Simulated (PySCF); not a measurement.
# Assignment exercise: C$_{3}$H$_{6}$F$_{3}$NSi$_{3}$

Geometry:
```
atom   x (Å)   y (Å)   z (Å)
  N1   1.079   3.622  -0.654
  C2   0.891   2.506  -0.468
 Si3   0.469   0.714  -0.157
  C4   2.279  -0.034  -0.240
  F5   3.118   0.452   0.695
  F6   2.227  -1.373  -0.034
  F7   2.890   0.133  -1.429
 Si8  -1.108  -0.546  -1.377
  C9  -1.867  -0.994   0.347
Si10  -0.781  -0.092   1.673
 H11  -2.042   0.217  -2.207
 H12  -0.668  -1.722  -2.131
 H13  -1.879  -2.071   0.508
 H14  -2.911  -0.692   0.414
 H15  -1.546   0.904   2.425
 H16  -0.158  -1.016   2.623
```

PySCF 2.14 calculation with shieldings: GIAO PBE0/pcSseg-1 and geometry from GFN2-xTB; one computed conformer, averaged over atoms made equivalent by symmetry, fast rotation or ring inversion, no solvent, non-relativistic.

Chemical shifts δ = σref − σ; TMS for $^{13}$C (σ = 186.93 ppm) and $^{1}$H (σ = 31.72 ppm), all at this level.

Q: Assign these signals to the numbered atoms. $^{13}$C{$^{1}$H} NMR (computed): δ 141.4 (C), 120.3 (C), -7.9 (CH2).

A: 
141.4 → C4, CF3 carbon: 3 electronegative neighbours deshield it
120.3 → C2, nitrile carbon: C≡N carbons fall here, among the sp2 signals but without a proton
-7.9 → C9, sp3 CH2 bonded to 2 Si: an electropositive neighbour leaves it electron-rich and shielded

Q: Assign these signals to the numbered atoms. $^{1}$H NMR (600 MHz, computed): δ 5.03 (m, 2H), 4.94 (m, 2H), 0.90 (m, 1H), 0.83 (m, 1H).

A: 
5.03 → H12/H16, hydrogen on a silicon bonded to C, Si, in a 4-membered ring
4.94 → H11/H15, hydrogen on a silicon bonded to C, Si, in a 4-membered ring
0.90 → H14, hydrogen on an sp3 CH2 bonded to 2 Si: an electropositive neighbour shields it, as in TMS itself
0.83 → H13, hydrogen on an sp3 CH2 bonded to 2 Si

H12/H16 and H11/H15; H14 and H13 lie closer than the usual error of such a calculation, so a measured spectrum could show them in the other order.

Splittings by $^{19}$F in the carbon and heteronuclear signals aren't shown, as no couplings were computed. Shifts are as computed. Against solution values, carbons near 30 ppm lie about +3 ppm off and those near 130 ppm about +5 ppm. Of 1211 compounds with measured shifts, 218 miss one by over three times the rms of a fit or turn the order of signals round; such compounds aren't used in these exercises. No couplings were computed; multiplicities are counted from neighbouring protons, with m where these are inequivalent, close in shift, in a saturated or five-membered ring or joined by F or P, and br s for small geminal =CH2 splittings.
